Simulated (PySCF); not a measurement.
CH4OZn.

```xyz
7

Zn     0.0012    -0.0342     0.0231
C     -0.1799     1.6766    -0.8296
H     -0.9363     2.2805    -0.3242
H     -0.4808     1.5545    -1.8720
H      0.7658     2.2216    -0.8057
O      0.2259    -1.6604     0.7113
H     -0.1130    -1.8080     1.5950
```
Charge 0, spin multiplicity 1.

Coordinates come from a PBE0-D3(BJ)/def2-TZVP optimisation. The isomer is the one that the SMILES or the coordinates give; other isomers of the formula were not compared. One conformer was computed; it need not be the lowest.

Level of theory: PBE/pcSseg-1 run with PySCF. Non-relativistic, no solvent.

Computed absolute GIAO shielding of each atom: isotropic value and principal components (ppm):
| atom | σ(iso) | σ11 | σ22 | σ33 | span |
|---|---|---|---|---|---|
| Zn1 | 1517.9 | 1032.1 | 1036.2 | 2485.3 | 1453.2 |
| C2 | 199.8 | 199.0 | 199.8 | 200.6 | 1.5 |
| H3 | 31.7 | 26.2 | 28.5 | 40.5 | 14.3 |
| H4 | 31.6 | 25.9 | 28.4 | 40.5 | 14.5 |
| H5 | 31.6 | 25.9 | 28.4 | 40.5 | 14.6 |
| O6 | 317.8 | 265.0 | 311.6 | 377.0 | 112.0 |
| H7 | 30.8 | 22.5 | 24.5 | 45.4 | 22.9 |
